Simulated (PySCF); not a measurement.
A structure optimised at PBE-D3(BJ)/def2-SVP, used in a PySCF frequency run:

```xyz
8

Al     0.0746    -1.0047     0.0000
Cl     1.8563    -2.1097     0.0000
I      0.0858     1.4663     0.0000
O     -1.3854    -1.8722     0.0000
C     -2.7570    -1.5596     0.0000
H     -3.2484    -1.9954     0.8975
H     -3.2484    -1.9954    -0.8975
H     -2.9542    -0.4629     0.0000
```

### Question
Write its SMILES, formula and point group.

### Answer
C[O][Al]([Cl])[I], CH3AlClIO, Cs

### Question
What are its rotational constants (standard atomic weights)?

### Answer
1.8397, 0.91880, 0.61519 GHz
